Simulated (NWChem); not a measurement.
# C₆H₆; SMILES C=C1C=CC=C1

Program: NWChem. Pople sets run with spherical d functions. Coordinates come from a PBE0/def2-SVP optimisation. Computed dipoles belong to the equilibrium geometry; the measured one is vibrationally averaged.

Measured dipole moment: 0.42 D (NIST CCCBDB, as tabulated in the package chemicals).

```
level            dipole moment (D)  computed − measured
---------------  -----------------  -------------------
B3LYP/STO-3G                  0.70                +0.28
B3LYP/3-21G                   0.70                +0.28
B3LYP/6-31G*                  0.58                +0.16
B3LYP/6-31+G*                 0.62                +0.20
B3LYP/def2-SVP                0.63                +0.21
B3LYP/def2-SVPD               0.62                +0.20
B3LYP/def2-TZVP               0.58                +0.16
```
